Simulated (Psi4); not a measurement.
Job for Psi4: SAPT0/jun-cc-pV(D+d)Z on C4H8O (a complex), monomers drawn apart or pushed together.

```
memory 2025 MB

molecule dimer {
0 1
C     0.53634921    0.04168888   -0.21938464
C     0.05303610    0.00578378    0.87660521
H     0.96403451    0.07326800   -1.19150030
H    -0.37419022   -0.02476966    1.85746947
--
0 1
C    -0.75201433    1.43586678    6.03309978
O    -1.02929131    0.11318963    5.61741122
C    -0.17134859   -0.83678255    6.21793564
H     0.27167983    1.72968910    5.76996405
H    -0.88166445    1.54453365    7.11664684
H    -1.45445250    2.09138668    5.52132916
H     0.87796067   -0.64296437    5.96314839
H    -0.45572055   -1.81686158    5.83896732
H    -0.27559878   -0.82842941    7.30960791
units angstrom
symmetry c1
no_reorient
no_com
}

set {
  basis jun-cc-pV(D+d)Z
  scf_type df
  freeze_core true
}

energy('sapt0')
```

It printed:

```
[...]
==> Input File <==

--------------------------------------------------------------------------
memory 2025 MB

molecule dimer {
0 1
C     0.53634921    0.04168888   -0.21938464
C     0.05303610    0.00578378    0.87660521
H     0.96403451    0.07326800   -1.19150030
H    -0.37419022   -0.02476966    1.85746947
--
0 1
C    -0.75201433    1.43586678    6.03309978
O    -1.02929131    0.11318963    5.61741122
C    -0.17134859   -0.83678255    6.21793564
H     0.27167983    1.72968910    5.76996405
H    -0.88166445    1.54453365    7.11664684
H    -1.45445250    2.09138668    5.52132916
H     0.87796067   -0.64296437    5.96314839
H    -0.45572055   -1.81686158    5.83896732
H    -0.27559878   -0.82842941    7.30960791
units angstrom
symmetry c1
no_reorient
no_com
}

set {
  basis jun-cc-pV(D+d)Z
  scf_type df
  freeze_core true
}

energy('sapt0')
--------------------------------------------------------------------------


   => Loading Basis Set <=

    Name: JUN-CC-PV(D+D)Z
    Role: ORBITAL
    Keyword: BASIS
    atoms 1-2, 5, 7 entry C          line   188 file jun-cc-pv_dpd_z.gbs
    atoms 3-4, 8-13 entry H          line    60 file jun-cc-pv_dpd_z.gbs
    atoms 6         entry O          line   256 file jun-cc-pv_dpd_z.gbs

   => Loading Basis Set <=

    Name: JUN-CC-PV(D+D)Z
    Role: ORBITAL
    Keyword: BASIS
    atoms 1-2, 5, 7 entry C          line   188 file jun-cc-pv_dpd_z.gbs
    atoms 3-4, 8-13 entry H          line    60 file jun-cc-pv_dpd_z.gbs
    atoms 6         entry O          line   256 file jun-cc-pv_dpd_z.gbs


  //>>>>>>>>>>>>>>>>>>>>>>>>>>>>>>>>>>>//
  //              Dimer HF             //
  //<<<<<<<<<<<<<<<<<<<<<<<<<<<<<<<<<<<//

   => Libint2 <=

    Primary   basis highest AM E, G, H:  7, 6, 3
    Auxiliary basis highest AM E, G, H:  7, 7, 4
    Onebody   basis highest AM E, G, H:  -, -, -
    Solid Harmonics ordering:            Gaussian


   => Loading Basis Set <=

    Name: JUN-CC-PV(D+D)Z
    Role: ORBITAL
    Keyword: BASIS
    atoms 1-2, 5, 7 entry C          line   188 file jun-cc-pv_dpd_z.gbs
    atoms 3-4, 8-13 entry H          line    60 file jun-cc-pv_dpd_z.gbs
    atoms 6         entry O          line   256 file jun-cc-pv_dpd_z.gbs


         ---------------------------------------------------------
                                   SCF
               by Justin Turney, Rob Parrish, Andy Simmonett
                          and Daniel G. A. Smith
                              RHF Reference
                        1 Threads,   1931 MiB Core
         ---------------------------------------------------------

  ==> Geometry <==

    Molecular point group: c1
    Full point group: C1

    Geometry (in Angstrom), charge = 0, multiplicity = 1:

       Center              X                  Y                   Z               Mass
    ------------   -----------------  -----------------  -----------------  -----------------
         C            0.536349210000     0.041688880000    -0.219384640000    12.000000000000
         C            0.053036100000     0.005783780000     0.876605210000    12.000000000000
         H            0.964034510000     0.073268000000    -1.191500300000     1.007825032230
         H           -0.374190220000    -0.024769660000     1.857469470000     1.007825032230
         C           -0.752014330000     1.435866780000     6.033099780000    12.000000000000
         O           -1.029291310000     0.113189630000     5.617411220000    15.994914619570
         C           -0.171348590000    -0.836782550000     6.217935640000    12.000000000000
         H            0.271679830000     1.729689100000     5.769964050000     1.007825032230
         H           -0.881664450000     1.544533650000     7.116646840000     1.007825032230
         H           -1.454452500000     2.091386680000     5.521329160000     1.007825032230
         H            0.877960670000    -0.642964370000     5.963148390000     1.007825032230
         H           -0.455720550000    -1.816861580000     5.838967320000     1.007825032230
         H           -0.275598780000    -0.828429410000     7.309607910000     1.007825032230

  Running in c1 symmetry.

  Rotational constants: A =      0.28473  B =      0.00996  C =      0.00975 [cm^-1]
  Rotational constants: A =   8536.10031  B =    298.65576  C =    292.40529 [MHz]
  Nuclear repulsion =  142.202036414399544

  Charge       = 0
  Multiplicity = 1
  Electrons    = 40
  Nalpha       = 20
  Nbeta        = 20

  ==> Algorithm <==

  SCF Algorithm Type is DF.
  DIIS enabled.
  MOM disabled.
  Fractional occupation disabled.
  Guess Type is SAD.
  Energy threshold   = 1.00e-08
  Density threshold  = 1.00e-08
  Integral threshold = 1.00e-12

  ==> Primary Basis <==

  Basis Set: JUN-CC-PV(D+D)Z
    Blend: JUN-CC-PV(D+D)Z
    Number of shells: 64
    Number of basis functions: 130
    Number of Cartesian functions: 135
    Spherical Harmonics?: true
    Max angular momentum: 2

   => Loading Basis Set <=

    Name: (JUN-CC-PV(D+D)Z
[...]
471342   127A      5.235696
     128A      6.115574   129A     18.503578   130A     18.582478

    Final Occupation by Irrep:
              A
    DOCC [    13 ]
    NA   [    13 ]
    NB   [    13 ]

  @DF-RHF Final Energy:  -154.08157063811856

   => Energetics <=

    Nuclear Repulsion Energy =             83.7852730920250650
    One-Electron Energy =                -375.2007908028475640
    Two-Electron Energy =                 137.3339470727039213
    Total Energy =                       -154.0815706381185635

Computation Completed


Properties will be evaluated at   0.000000,   0.000000,   0.000000 [a0]

Properties computed using the SCF density matrix


 Multipole Moments:

 ------------------------------------------------------------------------------------
     Multipole            Electronic (a.u.)      Nuclear  (a.u.)        Total (a.u.)
 ------------------------------------------------------------------------------------

 L = 1.  Multiply by 2.5417464519 to convert [e a0] to [Debye]
 Dipole X            :         30.1172015          -29.6541564            0.4630451
 Dipole Y            :        -12.2775093           12.4294402            0.1519309
 Dipole Z            :       -294.3181457          294.7314488            0.4133030
 Magnitude           :                                                    0.6389938

 ------------------------------------------------------------------------------------

  Constructing Basis Sets for SAPT...

   => Loading Basis Set <=

    Name: (JUN-CC-PV(D+D)Z AUX)
    Role: RIFIT
    Keyword: DF_BASIS_SAPT
    atoms 1-2, 5, 7 entry C          line   100 file jun-cc-pvdz-ri.gbs
    atoms 3-4, 8-13 entry H          line    30 file jun-cc-pvdz-ri.gbs
    atoms 6         entry O          line   188 file jun-cc-pvdz-ri.gbs

   => Loading Basis Set <=

    Name: (JUN-CC-PV(D+D)Z AUX)
    Role: JKFIT
    Keyword: DF_BASIS_ELST
    atoms 1-2, 5, 7 entry C          line   146 file jun-cc-pvdz-jkfit.gbs
    atoms 3-4, 8-13 entry H          line    70 file jun-cc-pvdz-jkfit.gbs
    atoms 6         entry O          line   258 file jun-cc-pvdz-jkfit.gbs


  //>>>>>>>>>>>>>>>>>>>>>>>>>>>>>>>>>>>//
  //               SAPT0               //
  //<<<<<<<<<<<<<<<<<<<<<<<<<<<<<<<<<<<//



        SAPT0
    Ed Hohenstein
     6 June 2009

      Orbital Information
  --------------------------
    NSO        =       130
    NMO        =       130
    NRI        =       437
    NRI (Elst) =       579
    NOCC A     =         7
    NOCC B     =        13
    FOCC A     =         2
    FOCC B     =         3
    NVIR A     =       123
    NVIR B     =       117

    Elst10,r            =    -0.001063858279 [Eh]
    Exch10              =     0.000016214644 [Eh]
    Exch10 (S^2)        =     0.000016214350 [Eh]

    Maxiter = 50
    CPHF R converge = 1.000000E-08

    Iter     Energy [mEh]          dE [mEh]         Residual      Time [s]
       1      -0.02209326       0.022093265     1.563326e-03             0
       2      -0.02224418       0.000150919     4.823502e-04             0
       3      -0.02579191       0.003547730     7.755587e-05             0
       4      -0.02578420      -0.000007717     1.915160e-05             0
       5      -0.02574528      -0.000038914     3.346317e-06             0
       6      -0.02574828       0.000002997     7.859685e-07             0
       7      -0.02574875       0.000000474     2.803068e-07             0
       8      -0.02574836      -0.000000392     1.267443e-07             0
       9      -0.02574851       0.000000150     2.281968e-08             0
      10      -0.02574849      -0.000000019     3.385106e-09             0

    CHF Iterations converged

    Maxiter = 50
    CPHF R converge = 1.000000E-08

    Iter     Energy [mEh]          dE [mEh]         Residual      Time [s]
       1      -0.01595357       0.015953565     9.534392e-04             0
       2      -0.01714414       0.001190577     4.773854e-04             0
       3      -0.01878128       0.001637133     1.199658e-04             0
       4      -0.01893866       0.000157382     2.567999e-05             0
       5      -0.01887258      -0.000066073     5.949540e-06             1
       6      -0.01887128      -0.000001306     1.760870e-06             1
       7      -0.01887379       0.000002509     3.826650e-07             1
       8      -0.01887371      -0.000000079     7.763918e-08             1
       9      -0.01887364      -0.000000067     1.549744e-08             1
      10      -0.01887366       0.000000015     3.146967e-09             1

    CHF Iterations converged

    Ind20,r (A<-B)      =    -0.000025748491 [Eh]
    Ind20,r (B<-A)      =    -0.000018873656 [Eh]
    Ind20,r             =    -0.000044622147 [Eh]
    Exch-Ind20,r (A<-B) =     0.000000396568 [Eh]
    Exch-Ind20,r (B<-A) =     0.000001627516 [Eh]
    Exch-Ind20,r        =     0.000002024083 [Eh]
    Disp20              =    -0.000246749297 [Eh]
    Disp20 (SS)         =    -0.000123374649 [Eh]
    Disp20 (OS)         =    -0.000123374649 [Eh]
    Exch-Disp20         =     0.000001534518 [Eh]
    Exch-Disp20 (SS)    =     0.000001011264 [Eh]
    Exch-Disp20 (OS)    =     0.000000523254 [Eh]

    SAPT Results
  --------------------------------------------------------------------------------------------------------
    Electrostatics                 -1.06385828 [mEh]      -0.66758115 [kcal/mol]      -2.79315953 [kJ/mol]
      Elst10,r                     -1.06385828 [mEh]      -0.66758115 [kcal/mol]      -2.79315953 [kJ/mol]

    Exchange                        0.01621464 [mEh]       0.01017484 [kcal/mol]       0.04257154 [kJ/mol]
      Exch10                        0.01621464 [mEh]       0.01017484 [kcal/mol]       0.04257154 [kJ/mol]
      Exch10(S^2)                   0.01621435 [mEh]       0.01017466 [kcal/mol]       0.04257077 [kJ/mol]

    Induction                      -0.04585929 [mEh]      -0.02877714 [kcal/mol]      -0.12040355 [kJ/mol]
      Ind20,r                      -0.04462215 [mEh]      -0.02800082 [kcal/mol]      -0.11715543 [kJ/mol]
      Exch-Ind20,r                  0.00202408 [mEh]       0.00127013 [kcal/mol]       0.00531423 [kJ/mol]
      delta HF,r (2)               -0.00326123 [mEh]      -0.00204645 [kcal/mol]      -0.00856235 [kJ/mol]

    Dispersion                     -0.24521478 [mEh]      -0.15387460 [kcal/mol]      -0.64381131 [kJ/mol]
      Disp20                       -0.24674930 [mEh]      -0.15483752 [kcal/mol]      -0.64784019 [kJ/mol]
      Exch-Disp20                   0.00153452 [mEh]       0.00096292 [kcal/mol]       0.00402888 [kJ/mol]
      Disp20 (SS)                  -0.12337465 [mEh]      -0.07741876 [kcal/mol]      -0.32392010 [kJ/mol]
      Disp20 (OS)                  -0.12337465 [mEh]      -0.07741876 [kcal/mol]      -0.32392010 [kJ/mol]
      Exch-Disp20 (SS)              0.00101126 [mEh]       0.00063458 [kcal/mol]       0.00265507 [kJ/mol]
      Exch-Disp20 (OS)              0.00052325 [mEh]       0.00032835 [kcal/mol]       0.00137380 [kJ/mol]

  Total HF                         -1.09350292 [mEh]      -0.68618345 [kcal/mol]      -2.87099153 [kJ/mol]
  Total SAPT0                      -1.33871770 [mEh]      -0.84005804 [kcal/mol]      -3.51480285 [kJ/mol]

  Special recipe for scaled SAPT0 (see Manual):
    Electrostatics sSAPT0          -1.06385828 [mEh]      -0.66758115 [kcal/mol]      -2.79315953 [kJ/mol]
    Exchange sSAPT0                 0.01621464 [mEh]       0.01017484 [kcal/mol]       0.04257154 [kJ/mol]
    Induction sSAPT0               -0.04585918 [mEh]      -0.02877707 [kcal/mol]      -0.12040326 [kJ/mol]
    Dispersion sSAPT0              -0.24521470 [mEh]      -0.15387454 [kcal/mol]      -0.64381110 [kJ/mol]
  Total sSAPT0                     -1.33871751 [mEh]      -0.84005792 [kcal/mol]      -3.51480234 [kJ/mol]
  --------------------------------------------------------------------------------------------------------



*** Psi4 exiting successfully. Buy a developer a beer!
```

The run finished.

Cost: roughly 11 core-seconds.
